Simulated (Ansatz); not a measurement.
The C3–H4 bond of CH4Si (SMILES C[SiH]) is stretched (multiplicity 1, the rest rigid).
Geometry at rest (charge 0, multiplicity 1):
| atom | x (Å) | y (Å) | z (Å) |
|---|---|---|---|
| Si | -0.4428 | -0.3373 | 0.5178 |
| H | -1.4299 | -0.7004 | -0.5909 |
| C | 0.7708 | 0.5441 | -0.6507 |
| H | 1.6471 | 0.9486 | -0.1444 |
| H | 0.2562 | 1.3587 | -1.1749 |
| H | 1.1017 | -0.1488 | -1.4339 |

Frozen-core correlation.

Programs: Ansatz (Gaussian basis) for Hartree–Fock, density functionals and correlated methods. 

FIC-MRCISD+Q on CASSCF(2,2)/cc-pV(T+d)Z, total energies (hartree):

```json
[
 {"R (Å)": "1.090", "CASSCF": "-329.108898", "MRCISD": "-329.388003", "weight c² of the reference": "0.89346"},
 {"R (Å)": "1.907", "CASSCF": "-329.007257", "MRCISD": "-329.275760", "weight c² of the reference": "0.89150"},
 {"R (Å)": "3.488", "CASSCF": "-328.947589", "MRCISD": "-329.209078", "weight c² of the reference": "0.89214"}
]
```

Add the Davidson correction (E_MRCISD − E_CASSCF)(1 − c²)/c² and give the energies above the first point at the three levels.


Corrections (hartree): -0.033282, -0.032677, -0.031613. Above the first point (kcal/mol):
- R = 1.907 Å: CASSCF 63.8, MRCISD 70.4, with the correction 70.8
- R = 3.488 Å: CASSCF 101.2, MRCISD 112.3, with the correction 113.3

Ansatz is a program for electronic structure.
